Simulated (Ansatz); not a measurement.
GeH₃, SMILES [GeH3], multiplicity 2.

Geometry: ωB97X-D3(BJ)/def2-TZVPD. The isomer is the one that the SMILES or the coordinates give; other isomers of the formula were not compared.

Two levels are set side by side: PBE/def2-TZVPD (Ansatz, a quantum-chemistry and plane-wave program) and ωB97X-V/def2-TZVPD (Ansatz). Energy differences of separate SCF runs at the same geometry; the states with an electron removed or added have multiplicity 1 and 1. Differences are taken from unrounded values.

| quantity | ωB97X-V |
|---|---|
| vertical ionisation energy (eV) | 8.66 |
| vertical electron affinity (eV) | 0.79 |

Problem. What does PBE give, and how far is it from ωB97X-V? (Estimate from the structure and the level; the computed values follow.)

Solution. 
```json
[
 {"quantity": "vertical ionisation energy (eV)", "PBE": "8.73", "PBE minus ωB97X-V": "0.07"},
 {"quantity": "vertical electron affinity (eV)", "PBE": "0.80", "PBE minus ωB97X-V": "0.01"}
]
```

On these quantities the two levels nearly agree.
